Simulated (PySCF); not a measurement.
How methods differ on the excitation energy of Au

Au [Xe] 4f14 5d10 6s1 (2S) → Au [Xe] 4f14 5d9 6s1 6p1 (high-spin determinant), as a difference of total energies. Computed with PySCF 2.14 in ANO-RCC-VTZP (8s7p5d3f1g, 84 functions), with scalar relativity by spin-free X2C-1e. Correlated levels: valence: [Xe] 4f14 frozen. The calculations carry no spin-orbit coupling.

| method | excitation energy (eV) |
| --- | --- |
| UHF | 4.889 |
| MP2 (valence) | 6.636 |
| SCS-MP2 (valence) | 6.621 |
| CCSD (valence) | 6.214 |
| CCSD(T) (valence) | 6.323 |

Task: How much does correlation contribute at CCSD(T) (valence)?

Result: 6.323 − (4.889) = 1.434 eV, measured against UHF.

A first-order spin-orbit estimate (lowest level to lowest level, LS coupling) adds -0.345 eV.

The basis was made for the ground configuration and has no added diffuse functions, so the excitation energy can come out too high.

The determinant of the upper state mixes LS terms, which raises its energy above the lowest term, most at the Hartree-Fock and MP2 levels.
